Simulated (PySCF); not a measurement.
Choosing a molecule for a target property.

Species are written as SMILES; each is one conformer at its optimised geometry, gas phase, non-relativistic unless stated; the electronic structure was computed with PySCF and density fitting.

Dipoles, sizes and rotational constants follow the conformer. The torsions of the flexible species, by atom-mapped SMILES:
- `[CH2:1]/[CH:2]=[CH:3]/[CH2:4][NH2:5]`: C2–C3–C4–N5 113°, H–N5–C4–C3 61°, H–N5–C4–C3 -57°
- `[O:1]=[C:2]1[CH:3][CH:4]=[C:5]1[CH2:6][Cl:7]`: C4–C5–C6–Cl7 77°
- `[CH2+:1][C:2]([F:3])[CH:4]=[O:5]`: C1–C2–C4–O5 0°
- `[CH2:1]=[N:2][C:3]([CH3:4])[CH3:5]`: C1–N2–C3–C4 -19°
- `[CH3:1][C:2]([SH:3])[SiH2:4][NH2:5]`: C1–C2–Si4–N5 161°, H–S3–C2–C1 178°, H–N5–Si4–C2 166°, H–N5–Si4–C2 -61°

Question: Wanted: isotropic g value between 2.0024 and 2.004 (unrestricted B3LYP/pcH-1, mean-field spin–orbit) and smallest rotational constant below 2 GHz (GFN2-xTB), at GFN2-xTB geometries. Which candidate meets both?
A. `C[C](S)[SiH2]N` [radical]
B. `C=N[C](C)C` [radical]
C. `[CH2+][C](F)C=O` [radical]
D. `O=C1[CH]C=C1CCl` [radical]
E. `C(/CN)=C\[CH2]` [radical]

Answer: D. Computed values:
```csv
species,isotropic g value,smallest rotational constant
C=N[C](C)C [radical],2.00236,2.902 GHz
C(/CN)=C\[CH2] [radical],2.00249,2.232 GHz
O=C1[CH]C=C1CCl [radical],2.00269,1.171 GHz
[CH2+][C](F)C=O [radical],2.00353,2.961 GHz
C[C](S)[SiH2]N [radical],2.00505,1.543 GHz
```
